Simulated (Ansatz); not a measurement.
Consider the cleavage of the Si–Si bond: `F[Si](F)(F)[Si](F)(F)F` + `N=C=O` → `O=C=N[Si](F)(F)F` + `F[SiH](F)F`.

Computed with Ansatz on PBE0-D4/def2-TZVP structures; ΔE is electronic, products minus reactants. CBS: MP2 limit from def2 TZ/QZ plus the TZ coupled-cluster correction, frozen cores. This one scheme is used for every species. Functionals use def2-TZVPP. B3LYP here is the variant with VWN-RPA as its local correlation; programs differ in this. HSE06 is defined as in plane-wave codes. Each species was taken in one conformer, which may not be the lowest.

```
             level  ΔE (kcal/mol)
          B3LYP-D4          -29.8
          HSE06-D4          -28.5
           ωB97X-V          -30.1
            r2SCAN          -30.8
             B3LYP          -30.9
           r2SCAN0          -33.0
             BHLYP          -35.0
RPA@PBE/def2-TZVPP          -31.6
```

(1) What does CCSD(T)/CBS give? (Estimate.)

Largest T1 diagnostic among the species: 0.018.

Results:

(1) Ansatz gave: -32.3 kcal/mol. The listed levels differ from it by 2.5, 3.8, 2.2, 1.5, 1.4, -0.7, -2.7, 0.7 kcal/mol.

At CCSD(T), def2-SVP lies −2.3 kcal/mol from the extrapolated value and def2-TZVPP −0.4 kcal/mol. Leaving LDA and LC-ωPBE aside and taking each functional with its dispersion term where it has one, the values, not all of them listed here, spread over 9.3 kcal/mol, from BHLYP-D4 to revPBE-D4. LDA lies −2.0 kcal/mol from PBE without D4. From BLYP to BHLYP (50 % exact exchange), in def2-TZVPP and without D4, ΔE moves by −7.1 kcal/mol.
